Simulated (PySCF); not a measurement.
H3B, charge +1, doublet, geometry from GFN2-xTB (a state made from the parent by changing its charge; the spin is typed, not shown lowest). Base run: MP2/STO-3G (PySCF).

Here is a job for PySCF.
```python
from pyscf import gto, scf, mp

mol = gto.M(
    atom='''
B     0.03835502    0.03398175   -0.03634696
H    -1.14157844   -0.19839382   -0.05654116
H     0.19951765   -0.63625243    0.94928073
H     0.75028569    0.66473750   -0.71100478
''',
    basis='sto-3g',
    charge=1,
    spin=1,
    verbose=4,
)

mf = scf.UHF(mol)
mf.kernel()

pt = mp.MP2(mf)
pt.kernel()
print('E(MP2) = %.10f' % pt.e_tot)
mf.analyze()
```

Each row names what was changed in the base input (with any setting that the change needs).

```
change                                ΔE vs base (kcal/mol)  MP2 correlation (Eh)  basis functions
------------------------------------  ---------------------  --------------------  ---------------
base                                                  0.000              -0.02921                8
method = cisd                                         -9.04                     -                8
method = ccsd                                         -9.36              -0.02921                8
frozen = 1                                            0.344              -0.02866                8
method = ccsd(t)                                      -9.56              -0.02921                8
cart = on                                             0.000              -0.02921                8
frozen = 2                                            11.76              -0.01046                8
density fitting = JK and correlation                 -0.072              -0.02919                8
```

Open shells are given as the SCF converged; they aren't shown to be the lowest states, and a large step between rows can be another state.
